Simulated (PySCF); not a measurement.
Cl4Se, charge +1, doublet, geometry from GFN2-xTB (a state made from the parent by changing its charge; the spin is typed, not shown lowest), with bond 2-1 at 1.8 times its length. Base run: PySCF with CASSCF(5,5)/STO-3G.

The PySCF input:
```python
from pyscf import gto, scf, mcscf
import numpy

mol = gto.Mole()
mol.atom = '''
    Se   -0.002610    0.002577    0.251600
    Cl    1.880701   -2.348549   -2.051867
    Cl    1.741994    1.406473    0.804295
    Cl   -1.021847    1.282054   -1.076013
    Cl   -1.758602   -1.390076    0.796623
'''
mol.basis = 'sto-3g'
mol.charge = 1
mol.spin = 1
mol.verbose = 4
mol.build()

mf = scf.ROHF(mol)
mf.kernel()
mc = mcscf.CASSCF(mf, 5, 5)
mc.fix_spin_(ss=0.75)
mc.kernel()
occ = numpy.linalg.eigvalsh(mc.fcisolver.make_rdm1(mc.ci, mc.ncas, mc.nelecas))[::-1]
ss = mc.fcisolver.spin_square(mc.ci, mc.ncas, mc.nelecas)[0]
print('natural occupations', occ.round(4), ' <S^2>', round(ss, 4))
```

Variants of this job, named by their change:

```
change                                  ΔE vs base (mEh)                 natural occupations  <S^2> of the state
--------------------------------------  ----------------  ----------------------------------  ------------------
base                                               0.000            1.96 1.86 1.00 0.14 0.04                0.75
active space = 3 electrons, 4 orbitals            18.151                 1.86 1.00 0.14 0.00                0.75
active space = 3 electrons, 3 orbitals            18.244                      1.86 1.00 0.14                0.75
fix_spin_ = off                                    0.000            1.96 1.86 1.00 0.14 0.04                0.75
active space = 9 electrons, 7 orbitals           -22.727  1.99 1.99 1.88 1.84 1.00 0.22 0.09                0.75
correction = SC-NEVPT2                           -35.856            1.96 1.86 1.00 0.14 0.04                0.75
state_average = 2 states                          18.151                                   -                   -
orbitals = fixed (CASCI)                          50.272            2.00 2.00 1.00 0.00 0.00                0.75
solver = newton                                    0.000            1.96 1.86 1.00 0.14 0.04                0.75
conv_tol = 1e-5                                   50.272            2.00 2.00 1.00 0.00 0.00                0.75
active space = 5 electrons, 6 orbitals           -14.907       1.89 1.83 1.00 0.20 0.08 0.00                0.75
```

Active orbitals are taken around the Fermi level unless the row says otherwise; CASSCF can end in different local minima, and two programs can end on different orbitals. State-averaged rows give the lowest state.

Open shells are given as the SCF converged; they aren't shown to be the lowest states, and a large step between rows can be another state.
